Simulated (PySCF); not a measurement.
O₃Zr, SMILES [O]=[Zr]1[O][O]1, multiplicity 1.

Geometry optimised at B3LYP-D3(BJ)/def2-TZVP. The spin state was assumed, not searched. The def2 effective core potentials stand for the cores of Zr; spin–orbit coupling is left out.

The numbers are results of TDA-M06-2X/def2-SVPD in PySCF 2.14.0, not measurements.

Vertical excitations. The molecule is in vacuum. State labels are in the subgroup Cs.

| state | symmetry | energy (eV) | λ (nm) | f | main pairs |
|---|---|---|---|---|---|
| S1 | A" | 3.20 | 388 | 0.008 | HOMO→LUMO 89 % |
| S2 | A" | 3.78 | 328 | 0.000 | HOMO→LUMO+2 90 % |
| S3 | A' | 4.01 | 309 | 0.011 | HOMO→LUMO+1 76 % |
| S4 | A" | 4.24 | 293 | 0.000 | HOMO−1→LUMO 87 % |
| S5 | A' | 4.46 | 278 | 0.005 | HOMO−2→LUMO 83 % |
| S6 | A' | 4.60 | 269 | 0.009 | HOMO−3→LUMO 83 % |
| S7 | A" | 4.66 | 266 | 0.008 | HOMO−1→LUMO+2 87 % |
| S8 | A' | 4.92 | 252 | 0.003 | HOMO−2→LUMO+2 17 %, HOMO→LUMO+8 16 %, HOMO→LUMO+4 16 %, HOMO−3→LUMO+2 11 % |
| S9 | A' | 5.01 | 248 | 0.000 | HOMO−2→LUMO+2 72 % |
| S10 | A" | 5.10 | 243 | 0.005 | HOMO−4→LUMO 88 % |
| T1 | A" | 3.22 | 385 | 0 | HOMO→LUMO 86 % |
| T2 | A' | 3.47 | 357 | 0 | HOMO→LUMO+1 50 %, HOMO→LUMO+8 21 %, HOMO→LUMO+9 12 %, HOMO→LUMO+14 8 % |
| T3 | A" | 3.68 | 337 | 0 | HOMO→LUMO+2 87 % |
| T4 | A" | 4.16 | 298 | 0 | HOMO−1→LUMO 68 %, HOMO−1→LUMO+2 26 % |
Triplets are in the Tamm–Dancoff approximation.
